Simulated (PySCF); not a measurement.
CH₅NTe, SMILES N[Te]C. Atoms are numbered in the order given.

```xyz
8

Te     0.3730     0.0523     0.0000
C     -0.9006    -1.7233     0.0000
H     -1.5243    -1.7386    -0.9035
H     -1.5243    -1.7386     0.9035
H     -0.2342    -2.5989     0.0000
N     -1.0584     1.5382     0.0000
H     -1.6515     1.4650     0.8272
H     -1.6515     1.4650    -0.8272
```
Charge 0, spin multiplicity 1.

The structure is a stationary point at B3LYP-D3(BJ)/def2-SVP. The def2 effective core potentials stand for the cores of Te; spin–orbit coupling is left out. One conformer was computed; it need not be the lowest.

The numbers are results of B3LYP-D3(BJ)/def2-SVP (PySCF), not measurements.

Frequencies are harmonic and unscaled.

```
mode  ν (cm⁻¹)  IR (km/mol)  moving atoms (share of kinetic energy)
----  --------  -----------  --------------------------------------
1           98          0.0                                  H 96 %
2          168          4.4         N 35 %, H 28 %, C 27 %, Te 10 %
3          326         42.2                                  H 94 %
4          497         36.9         C 62 %, H 16 %, Te 12 %, N 11 %
5          513         56.3                  N 69 %, H 12 %, C 12 %
6          725         46.0                          H 82 %, N 14 %
7          820         11.1                          H 87 %, C 12 %
8          821         34.5                          H 79 %, C 14 %
9          946          0.8                                  H 94 %
10        1231         10.3                          H 85 %, C 15 %
11        1428          6.5                                  H 95 %
12        1441          7.8                                  H 95 %
13        1541         17.8                                  H 92 %
14        3045         13.7                                  H 98 %
15        3154          3.9                          H 90 %, C 10 %
16        3169          2.8                          H 90 %, C 10 %
17        3489          4.6                                  H 96 %
18        3592         12.8                           H 91 %, N 9 %
```
